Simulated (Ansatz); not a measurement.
Ansatz results at the PBE0-D4/def2-TZVP geometry: HOMO energy (PBE0/def2-TZVPP) -7.43 eV; size of the dipole moment (ωB97M-V/def2-TZVPP) 3.16 D; HOMO–LUMO gap (PBE/def2-TZVPP) 4.85 eV.

Each molecule was computed in one conformer, which needn't be the lowest.

Q: Which molecule gave them?
A. `N[SiH2]C[SiH2]Cl`
B. `C[Se]C#N`
C. `[CH]1=NC[O][InH]1`
D. `CN[BH][SnH3]`

A: D. The others give `N[SiH2]C[SiH2]Cl`: -7.46, 2.85, 5.53; `[CH]1=NC[O][InH]1`: -6.76, 2.98, 3.06; `C[Se]C#N`: -7.36, 4.32, 4.26.
